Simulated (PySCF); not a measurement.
A PySCF script (with the pyscf-properties extension) for the NMR shieldings of SMILES CS[Si@](N)(C#N)CC#N, C4H7N3SSi, on a GFN2-xTB geometry:

```python
import basis_set_exchange as bse
import numpy as np
from pyscf import gto, dft
from pyscf.prop import nmr

atoms = """
C     2.781330   -0.369192   -0.024942
S     1.465286    0.091307   -1.192582
Si   -0.231971    0.049641    0.122762
N    -0.235770    1.405431    1.166068
C    -0.132827   -1.602361    1.012310
N     0.004402   -2.602929    1.552519
C    -1.840024    0.072185   -0.898691
C    -2.922418    0.358163   -0.015970
N    -3.748778    0.601533    0.737064
H     2.947093    0.440791    0.677878
H     3.675926   -0.532913   -0.616105
H     2.508889   -1.280308    0.497311
H    -1.068278    1.662010    1.672607
H     0.593002    1.753816    1.618345
H    -2.014648   -0.885292   -1.389099
H    -1.788811    0.847062   -1.663403
"""
names = dict.fromkeys(["C", "S", "Si", "N", "H"], "pcSseg-1")
basis = {el: gto.basis.parse(bse.get_basis(n, elements=[el], fmt="nwchem")) for el, n in names.items()}
mol = gto.M(atom=atoms, basis=basis, charge=0, verbose=0)
mf = dft.RKS(mol, xc="PBE0")
mf.grids.level = 2
mf.grids.alignment = dft.numint.BLKSIZE   # the property module wants whole blocks of grid points
mf.conv_tol = 1e-9
mf.kernel()

calc = nmr.RKS(mf)   # GIAO
C = mf.mo_coeff
Co = C[:, mf.mo_occ > 0]
resp = mf.gen_response(singlet=True, hermi=2)
def vind(x):   # induced exchange potential for any number of trial vectors
    d = np.einsum("pi,xij,qj->xpq", C, 2 * x.reshape(-1, C.shape[1], Co.shape[1]), Co, optimize=True)
    return np.einsum("xpq,pi,qj->xij", resp(d - d.transpose(0, 2, 1)), C, Co, optimize=True).ravel()
mo1, _ = nmr.rhf.solve_mo1(calc, with_cphf=vind)
sigma = calc.kernel(mo1)
for i, s in enumerate(sigma):   # ppm
    w = np.linalg.eigvalsh((s + s.T) / 2)
    print("%2d %-2s iso %8.1f  s11 %8.1f  s22 %8.1f  s33 %8.1f" % (i, mol.atom_pure_symbol(i), w.mean(), *w))
```

Task: What are the results?

Result: 
```
 0 C  iso    173.4  s11    161.4  s22    167.5  s33    191.4
 1 S  iso    648.1  s11    575.0  s22    617.3  s33    751.9
 2 Si iso    373.7  s11    317.7  s22    392.3  s33    411.1
 3 N  iso    237.0  s11    213.2  s22    241.6  s33    256.2
 4 C  iso     63.2  s11    -53.1  s22    -46.6  s33    289.5
 5 N  iso    -90.6  s11   -295.8  s22   -256.9  s33    280.8
 6 C  iso    183.1  s11    174.2  s22    183.4  s33    191.8
 7 C  iso     66.9  s11    -47.3  s22    -43.7  s33    291.7
 8 N  iso    -33.2  s11   -208.0  s22   -196.6  s33    305.1
 9 H  iso     29.5  s11     23.3  s22     27.9  s33     37.4
10 H  iso     29.3  s11     23.5  s22     26.2  s33     38.4
11 H  iso     29.1  s11     23.2  s22     28.6  s33     35.6
12 H  iso     29.6  s11     21.6  s22     26.4  s33     40.9
13 H  iso     30.2  s11     22.5  s22     27.3  s33     40.8
14 H  iso     30.0  s11     25.1  s22     28.5  s33     36.3
15 H  iso     30.0  s11     24.7  s22     29.2  s33     36.1
```

These numbers come from an equivalent density-fitted implementation of the same equations, which agrees with the script to about 0.01 ppm for H and up to a few tenths of a ppm for heavy atoms, so last digits may differ.

Task: Turn these shieldings into chemical shifts. References, each an isolated molecule treated in the same way: ¹³C (σref 186.93) and ²⁹Si (σref 349.16) and ¹H (σref 31.72) vs TMS; CS2 for ³³S (σref 503.73); NH3 for ¹⁵N (σref 267.73).

Result: Averaging equivalent atoms: C 4: 123.7; C 7: 120.0; C 0: 13.5; C 6: 3.8; S 1: -144; Si 2: -24.6; N 5: 358.4; N 8: 300.9; N 3: 30.7; H 9/10/11: 2.38; H 12/13: 1.82; H 14: 1.76; H 15: 1.73 ppm. Experimental scales use liquid or dissolved standards, which lie at an offset from isolated NH3 (liquid NH3: subtract about 20 ppm). Unscaled 15N shifts of sp2 nitrogen come out 20 to 40 ppm too high even then.

Size and cost of the density-fitted run: 202 basis functions, 57 s wall time on 1 thread of an Arm Neoverse V1, shared host; peak memory 0.91 GiB.
